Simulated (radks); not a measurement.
Spherical quantum dot in the effective-mass picture: electrons in a parabolic well V = omega^2 r^2 / 2 with omega = 0.391, all in effective atomic units (hartree* = m*/eps^2 hartree, bohr* = eps/m* bohr), one dielectric constant everywhere. Method: non-relativistic Kohn-Sham, PBEsol, spin-polarised, spherical densities; computed with a radial shooting solver with Libxc functionals. Levels are named by radial order and angular momentum (1s, 1p, 1d, 2s, ...), and open shells are averaged over m. Results are scaled to m* = 0.246 and eps = 12.2, for which hartree* = 44.97 meV and bohr* = 2.624 nm. Each electron was tried in the lowest free levels, single moves between levels near the top were tried too, and the lowest total energy was kept; such a search can miss a lower state. The series stops at N = 18: beyond it a trial failed or the search could not be trusted, so later rows were left out. At N = 1 the Hartree and exchange-correlation terms need not cancel, so that row can carry a self-interaction error.

| N | open shells | 2S | E (meV) | mu = E(N) - E(N-1) (meV) | addition energy mu(N+1) - mu(N) (meV) | e(HOMO) (meV) |
|---|---|---|---|---|---|---|
| 1 | 1s(up 1, down 0) | 1 | 26.7462 | 26.746 | 19.61 | 34.635 |
| 2 | none | 0 | 73.1028 | 46.357 | 27.60 | 53.564 |
| 3 | 1p(up 1, down 0) | 1 | 147.055 | 73.952 | 12.42 | 80.122 |
| 4 | 1p(up 2, down 0) | 2 | 233.430 | 86.375 | 12.39 | 92.610 |
| 5 | 1p(up 3, down 0) | 3 | 332.198 | 98.768 | 15.20 | 104.88 |
| 6 | 1p(up 3, down 1) | 2 | 446.169 | 113.97 | 10.92 | 119.39 |
| 7 | 1p(up 3, down 2) | 1 | 571.063 | 124.89 | 10.96 | 130.39 |
| 8 | none | 0 | 706.920 | 135.86 | 20.87 | 141.30 |
| 9 | 1d(up 1, down 0) | 1 | 863.651 | 156.73 | 9.755 | 161.62 |
| 10 | 1d(up 2, down 0) | 2 | 1030.14 | 166.49 | 9.670 | 171.34 |
| 11 | 1d(up 3, down 0) | 3 | 1206.29 | 176.16 | 9.553 | 180.95 |
| 12 | 1d(up 4, down 0) | 4 | 1392.00 | 185.71 | 9.424 | 190.44 |
| 13 | 1d(up 5, down 0) | 5 | 1587.13 | 195.13 | 11.69 | 199.80 |
| 14 | 1d(up 5, down 1) | 4 | 1793.96 | 206.82 | 8.819 | 211.24 |
| 15 | 1d(up 5, down 2) | 3 | 2009.60 | 215.64 | 8.777 | 220.04 |
| 16 | 1d(up 5, down 3) | 2 | 2234.02 | 224.42 | 8.706 | 228.79 |
| 17 | 1d(up 5, down 4) | 1 | 2467.15 | 233.13 | 8.621 | 237.45 |
| 18 | none | 0 | 2708.89 | 241.75 | - | 246.03 |

All shells are closed at N = 2, 8, 18 (there: 1s2 1p6 1d10); the second difference of the energy has clear peaks (12 % above both neighbours; the first and last values, which can be the largest, are not judged, and half-filled shells can peak too) at N = 2, 5, 8, 13.
